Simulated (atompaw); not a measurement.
## Plane-wave convergence, PAW (atompaw) potential for tantalum

```json
{
 "Element": "Ta (Z = 73)",
 "Generator": "atompaw 4.2.0.5",
 "Type": "PAW",
 "Functional": "PBE",
 "Relativity": "scalar-relativistic",
 "Frozen core": "[Kr] 4d10 4f14",
 "Valence charge": "13",
 "Reference configuration": "5s2 5p6 5d3 6s0 6p0 (charge +2)",
 "Partial waves": "5s (bound): rc 1.70 bohr; 6s (bound, empty): rc 1.55 bohr; 5p (bound): rc 1.55 bohr; 6p (bound, empty): rc 2.50 bohr; 5d (bound): rc 2.50 bohr; 5d channel at 0.45 Ry: rc 2.50 bohr",
 "Local potential": "bessel scheme, radius 2.20 bohr",
 "Core correction": "smooth core density matched at 2.30 bohr",
 "Augmentation charge": "sinc compensation charge, radius 2.35 bohr; PAW radius 2.50 bohr; waves and projectors: custom rrkj gramschmidtortho"
}
```

The pseudo-atom Hamiltonian at the reference potential is diagonalised in spherical Bessel functions j_l(qr) that vanish at 20 bohr, with q² up to the cutoff. All-electron valence levels (Ry): 5s -6.5086, 6s -1.3548, 5p -4.0391, 6p -0.9218, 5d -1.3459.

Task: How do the lowest levels (Ry) of each channel move with the cutoff, and are there ghosts?

Result:

```
cutoff (Ry)     s #1     s #2     p #1     p #2     d #1     d #2     f #1     f #2  Σ f·Δε (mRy)
          8  -6.2515  -1.2799  -1.2362  -0.9104  -1.2960  -0.4438  -0.3185  -0.1767       17481.1
         12  -6.4576  -1.3308  -3.3834  -0.9215  -1.3396  -0.4561  -0.3187  -0.1769        4055.0
         18  -6.5065  -1.3502  -3.9404  -0.9217  -1.3456  -0.4632  -0.3188  -0.1769         597.0
         25  -6.5080  -1.3535  -4.0284  -0.9218  -1.3458  -0.4653  -0.3188  -0.1769          65.4
         40  -6.5085  -1.3547  -4.0387  -0.9218  -1.3459  -0.4655  -0.3188  -0.1769           2.5
         50  -6.5085  -1.3548  -4.0388  -0.9218  -1.3459  -0.4655  -0.3188  -0.1769           1.7
         60  -6.5086  -1.3548  -4.0390  -0.9218  -1.3459  -0.4655  -0.3188  -0.1769           0.6
         80  -6.5086  -1.3548  -4.0390  -0.9218  -1.3459  -0.4655  -0.3188  -0.1769           0.2
        400  -6.5086  -1.3548  -4.0391  -0.9218  -1.3459  -0.4655  -0.3188  -0.1769           0.0
```

Result: no extra level below or beside the all-electron valence levels (s, p, d, f tested); 10 mRy is reached at 35 Ry and 1 mRy at 60 Ry.
